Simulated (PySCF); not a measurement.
C4H2ClF, SMILES F/C(=C\C#C)Cl.

Geometry: B3LYP-D3(BJ)/def2-SVP. The structure was generated by enumeration; whether it is a known compound was not checked.

Calculation: CAM-B3LYP/def2-TZVP (PySCF).

Symmetry labels are those of the subgroup Cs that the program uses (full group Cs).

Task: List the valence orbital energies around the gap with their symmetry. (Estimate from the structure and the level; the computed values follow.)

Result: 
| orbital | symmetry | energy (eV) |
|---|---|---|
| HOMO−7 | A" | -16.01 |
| HOMO−6 | A' | -14.54 |
| HOMO−5 | A' | -13.36 |
| HOMO−4 | A" | -12.24 |
| HOMO−3 | A' | -11.35 |
| HOMO−2 | A" | -11.03 |
| HOMO−1 | A' | -9.71 |
| HOMO | A" | -8.35 |
| LUMO | A" | -0.13 |
| LUMO+1 | A' | 1.29 |
| LUMO+2 | A' | 2.25 |
| LUMO+3 | A' | 2.77 |
